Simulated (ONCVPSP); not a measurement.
## zinc (Zn), ONCV: configuration errors across variants

ONCVPSP 4.0.1 input, shortened (lines: element, Z, core and valence counts, functional; n l f; lmax; l rc ep ncon nbas qcut; lloc lpopt rc5 dvloc0; l nproj debl; icmod fcfact rcfact), PBE, non-relativistic:

```
  Zn 30.00    3    4        4      upf
    1    0    2.00
    2    0    2.00
    2    1    6.00
    3    0    2.00
    3    1    6.00
    3    2   10.00
    4    0    1.00
    2
    0    0.95    0.00    4    7   12.70
    1    0.80    0.00    4    9   18.00
    2    0.85    0.00    4    8   20.20
    4    3    0.50    2.00
    0    2    2.20
    1    2    1.70
    2    2    2.40
    3    2.00    1.75
```

In the p channel the program set the typed energies aside and used -3.379, 0.250 Ha.

All-electron excitation energies from the reference (eV): (1) 3s2 3p6 3d10 4s2 -9.668; (2) 3s2 3p6 3d10 4s0 18.082; (3) 3s2 3p6 3d9 4s0 58.904; (4) 3s1 3p6 3d10 4s2 124.205.

2 further variants failed, have other tests or too few solved ones, and are left out.

Errors AE − PS in meV (a dash: test not solved or not reliable):

| change | (1) | (2) | (3) | (4) | bound ghosts | GHOST(+) flags above zero |
| --- | --- | --- | --- | --- | --- | --- |
| base | +0.2 | +0.5 | +0.7 | +3.5 | none | s |
| s: qcut 9.6; p: qcut 13.6; d: qcut 15.3 | +0.3 | +0.7 | +1.5 | -27 | none | s |
| s: qcut 11; p: qcut 15.5; d: qcut 17.4 | +0.2 | +0.6 | +1.0 | -7.4 | none | s |
| s: qcut 11.9; p: qcut 16.8; d: qcut 18.9 | +0.2 | +0.6 | +0.8 | -0.2 | none | s |
| s: qcut 13.2; p: qcut 18.7; d: qcut 21 | +0.2 | +0.5 | +0.6 | +4.9 | none | s |
| s: qcut 14.3; p: qcut 20.2; d: qcut 22.7 | +0.1 | +0.4 | +0.5 | +6.4 | none | s |
| s: qcut 15.7; p: qcut 22.2; d: qcut 24.9 | +0.1 | +0.4 | +0.6 | +6.9 | none | s |

Q: Give the same row for: s: qcut 8.4; p: qcut 11.9; d: qcut 13.4.

A: +0.3, +0.7, +2.1, -58; bound ghosts: none; GHOST(+) flags above zero: s.
